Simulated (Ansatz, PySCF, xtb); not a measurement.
Reaction R1 → P1 + P2, each structure at its B3LYP-D3(BJ)/def2-TZVP stationary point, reached from a drawn start (curvature not checked).
P1: Si2H6 (SMILES [SiH3][SiH3]), charge 0, multiplicity 1.
R1: H8Si3 (SMILES [SiH3][SiH2][SiH3]), charge 0, multiplicity 1.
P2, SiH2 (SMILES [SiH2]) (charge 0, multiplicity 1):
```xyz
3

Si     0.0000    -0.7087     0.0000
H      1.0913     0.3543     0.0000
H     -1.0913     0.3543     0.0000
```

P less R. No zero-point or thermal terms.

Frozen-core correlation throughout.

Programs: Ansatz (a quantum-chemistry and plane-wave program) with Gaussian orbitals; PySCF for the D3/D4 terms; xtb for the GFN methods. No computed number here is a measurement.

| level | reaction energy (kJ/mol) |
|---|---|
| GFN2-xTB | 174.7 |
| HF/cc-pV(T+d)Z | 215.0 |
| PBE/def2-TZVPP | 250.4 |
| B97M-V/def2-TZVPP | 244.5 |
| BHLYP/def2-TZVPP | 234.0 |
| CAM-B3LYP-D3(BJ)/def2-TZVPP | 244.4 |
| wB97M-V/def2-TZVPP | 235.4 |
| MP2/cc-pV(D+d)Z | ___ |
| SCS-MP2/cc-pV(Q+d)Z | ___ |

### Question
Some entries are withheld; supply them.

### Answer

- MP2/cc-pV(D+d)Z, reaction energy (kJ/mol): 240.4
- SCS-MP2/cc-pV(Q+d)Z, reaction energy (kJ/mol): 242.8
